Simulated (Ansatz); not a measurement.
Energy needed to pull apart CHFSSi (SMILES F[SiH]=C=S), singlet, into free ground-state atoms, from the structure below (displaced at random from a GFN2-xTB minimum); no zero-point or spin–orbit terms; open-shell atoms are treated unrestricted, in their ground-state multiplicity.

```json
{"atom": "F1", "x (Å)": "1.2078", "y (Å)": "1.3736", "z (Å)": "-0.3147"}
{"atom": "Si2", "x (Å)": "0.0196", "y (Å)": "0.5792", "z (Å)": "0.3184"}
{"atom": "C3", "x (Å)": "-0.2036", "y (Å)": "-1.0977", "z (Å)": "-0.3809"}
{"atom": "S4", "x (Å)": "-1.2145", "y (Å)": "-1.9788", "z (Å)": "-1.2233"}
{"atom": "H5", "x (Å)": "0.1748", "y (Å)": "1.0471", "z (Å)": "1.7503"}
```

Ansatz 0.2.0; basis: def2-TZVPP; cores frozen in the correlated methods.

| method | atomization energy (kcal/mol) |
| --- | --- |
| PBE-D4 | 435.0 |
| r2SCAN-D4 | 420.0 |
| B97M-V | 422.8 |
| PBE0-D4 | ? |
| LC-wPBE | 398.2 |
| wB97M-V | 412.8 |
| HF | 257.6 |
| MP2 | ? |
| CCSD | 384.3 |
| CCSD(T) | 400.7 |

Problem. What does MP2 give? (An estimate is asked for; the value comes from the calculation.)

Solution. Computed: 416.6 kcal/mol, which is about 15.9 kcal/mol more than CCSD(T)/def2-TZVPP.

Problem. What does PBE0-D4 give? (Judge from chemistry; the value comes from the calculation.)

Solution. Computed: 412.8 kcal/mol, which is about 12.2 kcal/mol more than CCSD(T)/def2-TZVPP.

In triple zeta the MP2 and coupled-cluster atomization energies are still short of their basis limit by a few kcal/mol a bond, whereas those of the functionals are nearly converged, so these differences are not deviations from converged CCSD(T).

No T1 diagnostic of these runs exceeds 0.020. The restricted Hartree–Fock reference is unstable towards an unrestricted one here. A large double-excitation amplitude points to some diradical character; no triplet was computed.

For scale, one of the runs: CCSD(T)/def2-TZVPP forces, 160 basis functions (an equivalent command: `ansatz run in.yaml --threads 4`). Hardware: 4 CPU threads, shared host. Wall time 73 s; peak host memory 2.1 GiB.
